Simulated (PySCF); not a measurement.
Removing an electron from `[SiH3]Sc1ccco1`

C4H6OSSi.
Z-matrix (Å and degrees, PBE0-D3(BJ)/def2-SVP geometry), rows numbered from 1:
```
Si
S   1  2.1596
C   2  1.7509  1  100.18
C   3  1.3672  2  131.44  1  -179.86
C   4  1.4314  3  105.71  2   179.93
C   5  1.3601  4  106.43  3    -0.00
O   3  1.3502  2  118.33  1     0.08
H   1  1.4893  2  112.00  3   -62.41
H   1  1.4893  2  111.94  3    62.31
H   1  1.4908  2  101.78  3   179.94
H   4  1.0869  3  126.39  2    -0.07
H   5  1.0880  4  127.16  3  -179.98
H   6  1.0861  5  134.06  4  -179.92
```

Level: CAM-B3LYP/def2-SVPD (PySCF). Frontier orbitals with their largest atomic shares (Löwdin; up to four atoms above 4 %):

| orbital | ε (eV) | main atoms |
| --- | --- | --- |
| HOMO−3 | -10.65 | S2 60 %, Si1 18 %, C3 7 %, H9 4 % |
| HOMO−2 | -10.06 | S2 30 %, C3 19 %, O7 17 %, C4 15 % |
| HOMO−1 | -9.55 | C5 30 %, C6 15 %, C4 14 %, O7 13 % |
| HOMO | -7.33 | ? |
| LUMO | 0.78 | Si1 33 %, S2 30 %, H8 11 %, H9 11 % |
| LUMO+1 | 1.01 | C3 19 %, C6 17 %, O7 15 %, C5 12 % |
| LUMO+2 | 1.13 | Si1 31 %, S2 29 %, H10 8 %, H9 6 % |

Question: What vertical ionisation energy does ΔSCF give, and how far is −ε(HOMO) from it?

Answer: ΔSCF: 8.01 eV (773 kJ/mol; threshold wavelength 155 nm); ⟨S²⟩ of the doublet left behind is 0.770, against 0.75 for a pure doublet. −ε(HOMO) is 7.33 eV, 0.68 eV below it. In exact Kohn–Sham theory the two would be equal; CAM-B3LYP (range-separated hybrid) falls short of its own ΔSCF value by 8 %. Holes in the HOMO−1 and HOMO−2 were tried too where these lie within 1.2 eV of the HOMO; the lowest converged state counts.

Question: On which atoms does the HOMO lie?

Answer: S2 (sulfur bonded to C and Si) 30 %, C6 (aromatic CH next to a ring oxygen) 18 %, C3 (substituted aromatic carbon) 16 %, C4 (aromatic CH carbon) 14 %, so no atom holds as much as 40 %. The HOMO−1 lies 2.22 eV lower.

Question: How many of the 10 lowest singlet excitations (vertical TDDFT, same level) lie below the ionisation energy?

Answer: All 10; they run from 5.13 to 7.28 eV.

Question: What kinetic energy would electrons from this vertical process carry with He I light (21.218 eV)?

Answer: 21.22 − 8.01 = 13.21 eV.

Question: With α = 97.3 au, estimate the like-pair dispersion coefficient by London's formula C6 = (3/4)α²I.

Answer: I = 0.2944 Eh, so C6 ≈ 2090 au, a rough estimate.

Geometry: PBE0-D3(BJ)/def2-SVP, one conformer, isolated molecule.
